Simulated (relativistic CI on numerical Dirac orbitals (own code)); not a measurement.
Si IV: from the plainest model towards the measured levels

Calculated with a relativistic CI code on KLI orbitals (one set per configuration, finite nucleus), adding one ingredient at a time: step 1, Dirac-Coulomb, each configuration alone; step 2, with Breit and QED terms; step 3, with configuration mixing; step 4, with scaled Slater integrals (0.85); step 5, with a P86 correlation estimate; step 6, tied to the ionisation limit. P86 is a density functional for the correlation energy, evaluated here for each configuration and added to its levels. Step 6 is semi-empirical: configurations made of the next ion and one excited electron move by 1423 cm⁻¹, so that their limit matches the tabulated ionisation energy, and those with a non-penetrating f or g electron also take the P86 value of the least penetrating other one.

Configuration list (outside the closed core [Ne]): 3s, 3p, 3d, 4s, 4p, 4d, 4f, 5s, 5p, 5d, 6s, 6p, 7s, 7p, 8s, 8p.

Computed minus measured energy above the ground level, in cm⁻¹, for 15 of the 25 excited levels that pair in every step (one J of a term; a digit in brackets numbers repeated terms):

| Configuration | Term | J | Measured | Step 1 | Step 2 | Step 3 | Step 4 | Step 5 | Step 6 |
| --- | --- | --- | --- | --- | --- | --- | --- | --- | --- |
| 3p | 2P° | 1/2 | 71288 | -664 | -686 | -686 | -686 | -444 | 979 |
| 3d | 2D | 5/2 | 160374 | -1426 | -1501 | -1501 | -1501 | -1085 | 338 |
| 4s | 2S | 1/2 | 193979 | -2337 | -2384 | -2382 | -2382 | -1662 | -239 |
| 4p | 2P° | 1/2 | 218267 | -2440 | -2492 | -2491 | -2491 | -1484 | -61 |
| 4d | 2D | 5/2 | 250008 | -2560 | -2632 | -2630 | -2630 | -1436 | -13 |
| 4f | 2F° | 5/2 | 254127 | -3384 | -3454 | -3452 | -3452 | 59 | 190 |
| 5s | 2S | 1/2 | 265418 | -3012 | -3071 | -3069 | -3069 | -1976 | -553 |
| 5p | 2P° | 1/2 | 276504 | -3018 | -3079 | -3077 | -3077 | -1798 | -374 |
| 5d | 2D | 3/2 | 291498 | -3012 | -3082 | -3078 | -3078 | -1641 | -218 |
| 6s | 2S | 1/2 | 299677 | -3272 | -3335 | -3333 | -3333 | -1846 | -423 |
| 6p | 2P° | 1/2 | 305641 | -3262 | -3327 | -3325 | -3325 | -1707 | -283 |
| 7s | 2S | 1/2 | 318743 | -3393 | -3459 | -3456 | -3456 | -1617 | -194 |
| 7p | 2P° | 1/2 | 322313 | -3382 | -3448 | -3446 | -3446 | -1507 | -84 |
| 8s | 2S | 1/2 | 330440 | -3457 | -3524 | -3522 | -3522 | -1383 | 40 |
| 8p | 2P° | 1/2 | 332744 | -3447 | -3515 | -3512 | -3512 | -1294 | 129 |

Mean absolute errors in cm⁻¹, over all paired levels and for the first 12 configurations:

```
Configuration, levels  Step 1  Step 2  Step 3  Step 4  Step 5  Step 6
              all, 25    2746    2809    2807    2807    1337     272
                3p, 2     661     695     694     694     453     971
                3d, 2    1425    1497    1497    1497    1081     342
                4s, 1    2337    2384    2382    2382    1662     239
                4p, 2    2440    2497    2495    2495    1488      65
                4d, 2    2559    2630    2628    2628    1433      10
                4f, 2    3384    3454    3452    3452      59     190
                5s, 1    3012    3071    3069    3069    1976     553
                5p, 2    3018    3082    3079    3079    1800     377
                5d, 2    3013    3083    3080    3080    1643     220
                6s, 1    3272    3335    3333    3333    1846     423
                6p, 2    3262    3328    3326    3326    1708     285
                7s, 1    3393    3459    3456    3456    1617     194
```

Measured levels: NIST levels in Kelleher and Podobedova, J. Phys. Chem. Ref. Data 37, 1285 (2008).

The mean absolute error is lowest at step 6 (272 cm⁻¹), and the largest single drop is from step 4 to 5 (2807 to 1337). Mixing lowers the ground level by 2; relative to it the configurations that move most are 5d by +3, 6s by +2, 5s by +2. The P86 estimate moves 4f by +3511, 8p by +2218, 8s by +2139, and takes the mean absolute error of the excited configurations from 2807 to 1337. Step 6 takes that error from 1337 to 272; the error more than halves for 3d, 4s, 4p, 4d, 5s, 5p, 5d, 6s; it grows for 3p. The shift fits the limit, so it does little for low levels whose errors differ from those near the limit.
